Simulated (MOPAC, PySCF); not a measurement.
C3H9Ga, SMILES `[CH3][Ga]([CH3])[CH3]`, neutral singlet in the gas phase. 

Cartesian coordinates (Å):
```xyz
13

C      1.9558    -0.3437    -0.2062
Ga     0.0030     0.0018     0.0055
C     -1.2898    -1.5144    -0.0858
C     -0.6631     1.8584     0.3009
H      2.5582     0.5585    -0.1083
H      2.2962    -1.0668     0.5383
H      2.1576    -0.7858    -1.1846
H     -1.7186    -1.6942     0.9034
H     -0.8290    -2.4416    -0.4246
H     -2.1235    -1.2771    -0.7493
H     -0.6283     2.4136    -0.6404
H     -1.6911     1.8824     0.6610
H     -0.0310     2.3981     1.0078
```
Charge 0, multiplicity 1.

All levels are single points at this geometry (M06-2X/def2-TZVP); Pople sets use spherical d functions. Orbital energies aren't observables, and empty levels follow the basis.

| level | HOMO (eV) | LUMO (eV) | gap (eV) | dipole (D) | vertical IE, Delta-SCF (eV) |
|---|---|---|---|---|---|
| B3LYP-D3(BJ)/def2-TZVP in PySCF | -7.19 | -0.85 | 6.35 | 0.00 | 9.38 |
| M06-2X/def2-TZVP in PySCF | -8.56 | -0.07 | 8.49 | 0.00 | 9.61 |
| PBE-D3(BJ)/def2-TZVP in PySCF | -6.20 | -1.37 | 4.83 | 0.01 | – |
| B3LYP/3-21G in PySCF | -6.85 | -0.51 | 6.34 | 0.02 | – |
| B3LYP/6-311+G** (LANL2DZ on Ga) in PySCF | -7.29 | -0.76 | 6.53 | 0.01 | – |
| SVWN5/6-31G* in PySCF | -6.07 | -1.43 | 4.64 | 0.02 | – |
| HF/3-21G in PySCF | -10.15 | 2.36 | 12.51 | 0.01 | – |
| HF/6-31G* in PySCF | -10.21 | 2.17 | 12.39 | 0.01 | 8.79 |
| AM1 in MOPAC | -10.04 | -1.01 | 9.03 | 0.04 | – |
